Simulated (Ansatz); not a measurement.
C3H6Si can be A, `CC1=C[SiH2]1`, or B, `C=C=C[SiH3]`.

Gas-phase electronic energies from Ansatz, PBE0-D4/def2-TZVP geometries. CCSD(T)/CBS adds triple-zeta CCSD(T) − MP2 to the extrapolated MP2 energy (def2 sets, frozen cores). DFT in def2-TZVPP. B3LYP here is the variant with VWN-RPA as its local correlation; programs differ in this.

A:

Z-matrix (Å, degrees):
```
C
C 1 1.478
H 1 1.093 2 111.9
H 1 1.093 2 110.4 3 121.2
H 1 1.093 2 110.4 3 -121.2
C 2 1.332 1 138.0 3 -0.1
Si 2 1.815 1 154.1 3 179.9
H 6 1.084 2 135.5 1 0.0
H 7 1.484 2 121.9 1 -75.8
H 7 1.484 2 121.9 1 75.8
```

B:

```xyz
10

C     1.2137    1.3088    1.2786
C     0.7437    0.2414    0.7038
C     0.2470   -0.8033    0.1082
Si   -1.1423   -0.6504   -1.1204
H     0.8004    1.6678    2.2148
H     2.0359    1.8640    0.8405
H     0.6614   -1.7833    0.3409
H    -2.3252   -1.4282   -0.6625
H    -0.7255   -1.1966   -2.4401
H    -1.5091    0.7798   -1.2637
```

Which isomer does CCSD(T)/CBS put lower? Give the gap. (Best estimate.)

The calculation gave: B, by 8.6 kJ/mol.

Give E(B) − E(A) in kJ/mol with HF/def2-TZVPP, r2SCAN-D4, CCSD(T)/def2-TZVPP, B3LYP-D4, PBE0-D4, B3LYP, CCSD/def2-TZVPP. (Best estimate.)

Ansatz gave: HF/def2-TZVPP -29.4, r2SCAN-D4 -10.1, CCSD(T)/def2-TZVPP -11.3, B3LYP-D4 -24.7, PBE0-D4 -0.9, B3LYP -25.7, CCSD/def2-TZVPP -12.3. None reverses the order clearly.

Does the order hold for the free energy at 298.15 K (harmonic terms from PBE0-D4)? (An estimate is asked.)

The calculation gave: Yes: G(B) − G(A) = -21.4 kJ/mol.

Largest T1 diagnostic: 0.012.

From PBE to PBE0 (25 % exact exchange), in def2-TZVPP and without D4, E(B) − E(A) moves by +7.3 kJ/mol. Leaving LDA and LC-ωPBE aside and taking each functional with its dispersion term where it has one, the values, not all of them listed here, spread over 37.3 kJ/mol, from BLYP-D4 to PBE-QIDH. LDA lies +13.1 kJ/mol from PBE without D4.
